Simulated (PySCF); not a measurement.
GeI2, charge -1, doublet, geometry from GFN2-xTB (a state made from the parent by changing its charge; the spin is typed, not shown lowest) (all electrons, no relativity); BLYP/STO-3G in PySCF.

PySCF was given this input:
```python
from pyscf import gto, scf, dft

mol = gto.Mole()
mol.atom = '''
    Ge    0.00262673   -0.01192623    1.28932309
    I     1.10279430   -1.88448564   -0.40894272
    I    -1.10438024    1.89168638   -0.36951650
'''
mol.basis = 'sto-3g'
mol.charge = -1
mol.spin = 1
mol.verbose = 4
mol.build()

mf = dft.UKS(mol)
mf.xc = 'blyp'
mf.init_guess = '1e'
mf.kernel()
mf.analyze()
```

Question: What does PySCF print? Leave out banner, timings and long lists.

Answer: 
```
PySCF version 2.14.0

[INPUT] verbose = 4
[INPUT] num. atoms = 3
[INPUT] num. electrons = 139
[INPUT] charge = -1
[INPUT] spin (= nelec alpha-beta = 2S) = 1
[INPUT] symmetry False subgroup None
[INPUT] Mole.unit = angstrom
[INPUT] Symbol           X                Y                Z      unit          X                Y                Z       unit  Magmom
[...]
nuclear repulsion = 990.895676730425
number of shells = 30
number of NR pGTOs = 216
number of NR cGTOs = 72
basis = sto-3g
ecp = {}

******** <class 'pyscf.dft.uks.UKS'> ********
method = UKS
initial guess = 1e
damping factor = 0
level_shift factor = 0
DIIS = <class 'pyscf.scf.diis.CDIIS'>
diis_start_cycle = 1
diis_space = 8
diis_damp = 0
SCF conv_tol = 1e-09
SCF conv_tol_grad = None
SCF max_cycles = 50
direct_scf = True
direct_scf_tol = 1e-13
number electrons alpha = 70  beta = 69
XC library pyscf.dft.libxc version 7.1.2
    S. Lehtola, C. Steigemann, M. J. T. Oliveira, and M. A. L. Marques,  SoftwareX 7, 1–5 (2018)
XC functionals = blyp
    A. D. Becke,  Phys. Rev. A 38, 3098 (1988)
    C. Lee, W. Yang, and R. G. Parr,  Phys. Rev. B 37, 785 (1988)
    B. Miehlich, A. Savin, H. Stoll, and H. Preuss,  Chem. Phys. Lett. 157, 200 (1989)
radial grids:
    Treutler-Ahlrichs [JCP 102, 346 (1995); DOI:10.1063/1.469408] (M4) radial grids

becke partition: Becke, JCP 88, 2547 (1988); DOI:10.1063/1.454033
pruning grids: <function nwchem_prune>
grids dens level: 3
symmetrized grids: False
atomic radii adjust function: <function treutler_atomic_radii_adjust>
small_rho_cutoff = 0
Set gradient conv threshold to 3.16228e-05
Initial guess from hcore.

tot grids = 64560
init E= -15756.7128788044

cycle= 1 E= -15748.3566662854  delta_E= 8.36  |g|= 0.992  |ddm|= 3.31

cycle= 2 E= -15755.3487671436  delta_E= -6.99  |g|= 0.545  |ddm|= 3.77

cycle= 3 E= -15757.9666681814  delta_E= -2.62  |g|= 0.371  |ddm|= 4.05
cycle= 4 E= -15758.2578774449  delta_E= -0.291  |g|= 0.168  |ddm|= 1.47

cycle= 5 E= -15748.2383264648  delta_E=   10  |g|= 0.667  |ddm|= 4.12

cycle= 6 E= -15752.8353300304  delta_E= -4.6  |g|= 2.41  |ddm|= 2.58
cycle= 7 E= -15758.2819805115  delta_E= -5.45  |g|= 0.126  |ddm|= 3.38

cycle= 8 E= -15757.0701309805  delta_E= 1.21  |g|= 1.26  |ddm|= 2.13

cycle= 9 E= -15757.5473549178  delta_E= -0.477  |g|= 0.874  |ddm|= 0.505

cycle= 10 E= -15754.1415848692  delta_E= 3.41  |g|= 2.27  |ddm|= 2.49

cycle= 11 E= -15757.9238041385  delta_E= -3.78  |g|= 0.46  |ddm|= 2.67
cycle= 12 E= -15757.9559138238  delta_E= -0.0321  |g|= 0.53  |ddm|=    2
cycle= 13 E= -15758.2918967421  delta_E= -0.336  |g|= 0.125  |ddm|= 1.09
cycle= 14 E= -15758.3124770324  delta_E= -0.0206  |g|= 0.0438  |ddm|= 0.332

cycle= 15 E= -15757.9484467759  delta_E= 0.364  |g|= 0.44  |ddm|= 1.58
cycle= 16 E= -15757.9782034916  delta_E= -0.0298  |g|= 0.42  |ddm|= 0.11
cycle= 17 E= -15757.9842299038  delta_E= -0.00603  |g|= 0.422  |ddm|= 0.0983
cycle= 18 E= -15758.0102899337  delta_E= -0.0261  |g|= 0.417  |ddm|= 0.243
cycle= 19 E= -15758.3134453995  delta_E= -0.303  |g|= 0.0405  |ddm|= 1.26
cycle= 20 E= -15758.3158453078  delta_E= -0.0024  |g|= 0.018  |ddm|= 0.509
cycle= 21 E= -15758.3164146573  delta_E= -0.000569  |g|= 0.00887  |ddm|= 0.139
cycle= 22 E= -15758.3164966377  delta_E= -8.2e-05  |g|= 0.00586  |ddm|= 0.0238
cycle= 23 E= -15758.3164977944  delta_E= -1.16e-06  |g|= 0.00591  |ddm|= 0.115
cycle= 24 E= -15758.3165719313  delta_E= -7.41e-05  |g|= 0.000532  |ddm|= 0.0619
cycle= 25 E= -15758.3165724183  delta_E= -4.87e-07  |g|= 0.000218  |ddm|= 0.00333
cycle= 26 E= -15758.3165724694  delta_E= -5.11e-08  |g|= 0.000169  |ddm|= 0.000982
cycle= 27 E= -15758.3165725383  delta_E= -6.88e-08  |g|= 1.39e-05  |ddm|= 0.00183
cycle= 28 E= -15758.3165725379  delta_E= 4.15e-10  |g|= 2.13e-05  |ddm|= 0.000466
Extra cycle  E= -15758.3165724078  delta_E= 1.3e-07  |g|= 0.000256  |ddm|= 0.00261
SCF not converged.
SCF energy = -15758.3165724078 after 50 cycles  <S^2> = 0.75796006  2S+1 = 2.0079443
**** SCF Summaries ****
Total Energy =                      -15758.316572407760759
Nuclear Repulsion Energy =             990.895676730425180
One-electron Energy =               -23777.846301951089117
Two-electron Energy =                 7028.634052812903064
Two-electron Coulomb Energy =         7461.470413318785177
DFT Exchange-Correlation Energy =     -432.836360505881999
**** MO energy ****
                             alpha | beta                alpha | beta
[...]
To work with the spin densities directly, `use mulliken_meta_spin()` only printing them here.

 ** Mulliken spin pop alpha/beta on meta-lowdin orthogonal AOs **
 ** Mulliken Spin Density (per AO)  **
spin_pop of  0 Ge 1s        0.00000
spin_pop of  0 Ge 2s        0.00000
spin_pop of  0 Ge 3s        0.00000
spin_pop of  0 Ge 4s        0.00455
spin_pop of  0 Ge 2px       0.00000
spin_pop of  0 Ge 2py       0.00000
spin_pop of  0 Ge 2pz       0.00000
spin_pop of  0 Ge 3px       0.00107
spin_pop of  0 Ge 3py       0.00038
spin_pop of  0 Ge 3pz       0.00005
spin_pop of  0 Ge 4px       0.69599
spin_pop of  0 Ge 4py       0.26144
spin_pop of  0 Ge 4pz       0.03810
spin_pop of  0 Ge 3dxy     -0.01741
spin_pop of  0 Ge 3dyz     -0.00911
spin_pop of  0 Ge 3dz^2    -0.00083
spin_pop of  0 Ge 3dxz      0.00786
spin_pop of  0 Ge 3dx2-y2   -0.00550
spin_pop of  1 I 1s       -0.00000
spin_pop of  1 I 2s        0.00000
spin_pop of  1 I 3s        0.00000
spin_pop of  1 I 4s       -0.00000
spin_pop of  1 I 5s        0.00022
spin_pop of  1 I 2px       0.00000
spin_pop of  1 I 2py      -0.00000
spin_pop of  1 I 2pz      -0.00000
spin_pop of  1 I 3px       0.00000
spin_pop of  1 I 3py       0.00000
spin_pop of  1 I 3pz      -0.00000
spin_pop of  1 I 4px       0.00001
spin_pop of  1 I 4py      -0.00000
spin_pop of  1 I 4pz      -0.00000
spin_pop of  1 I 5px       0.01937
spin_pop of  1 I 5py      -0.00140
spin_pop of  1 I 5pz      -0.00653
spin_pop of  1 I 3dxy      0.00000
spin_pop of  1 I 3dyz      0.00000
spin_pop of  1 I 3dz^2     0.00000
spin_pop of  1 I 3dxz      0.00000
spin_pop of  1 I 3dx2-y2    0.00000
spin_pop of  1 I 4dxy      0.00000
spin_pop of  1 I 4dyz      0.00001
spin_pop of  1 I 4dz^2     0.00000
spin_pop of  1 I 4dxz      0.00001
spin_pop of  1 I 4dx2-y2    0.00001
spin_pop of  2 I 1s       -0.00000
spin_pop of  2 I 2s        0.00000
spin_pop of  2 I 3s        0.00000
spin_pop of  2 I 4s       -0.00000
spin_pop of  2 I 5s        0.00022
spin_pop of  2 I 2px       0.00000
spin_pop of  2 I 2py      -0.00000
spin_pop of  2 I 2pz      -0.00000
spin_pop of  2 I 3px       0.00000
spin_pop of  2 I 3py       0.00000
spin_pop of  2 I 3pz      -0.00000
spin_pop of  2 I 4px       0.00001
spin_pop of  2 I 4py      -0.00000
spin_pop of  2 I 4pz      -0.00000
spin_pop of  2 I 5px       0.01934
spin_pop of  2 I 5py      -0.00166
spin_pop of  2 I 5pz      -0.00623
spin_pop of  2 I 3dxy      0.00000
spin_pop of  2 I 3dyz      0.00000
spin_pop of  2 I 3dz^2     0.00000
spin_pop of  2 I 3dxz      0.00000
spin_pop of  2 I 3dx2-y2    0.00000
spin_pop of  2 I 4dxy      0.00001
spin_pop of  2 I 4dyz      0.00001
spin_pop of  2 I 4dz^2     0.00000
spin_pop of  2 I 4dxz      0.00001
spin_pop of  2 I 4dx2-y2    0.00001
 ** Mulliken Spin Density (per atom)  **
spin density of  0 Ge =      0.97660
spin density of  1 I =      0.01170
spin density of  2 I =      0.01170
 ** Mulliken pop alpha/beta on meta-lowdin orthogonal AOs **
 ** Mulliken pop       alpha | beta **
In total            70.00000 | 69.00000
 ** Mulliken atomic charges   ( Nelec_alpha | Nelec_beta ) **
charge of  0Ge =     -0.17052  (    16.57356     15.59696 )
charge of  1I =     -0.41474  (    26.71322     26.70152 )
charge of  2I =     -0.41474  (    26.71322     26.70152 )

WARN: System has nonzero charge -1; the dipole moment is origin-dependent.
Location of origin: [0. 0. 0.]

Dipole moment(X, Y, Z, Debye):  0.00059, -0.00264,  0.28471
```

Convergence was not reached.
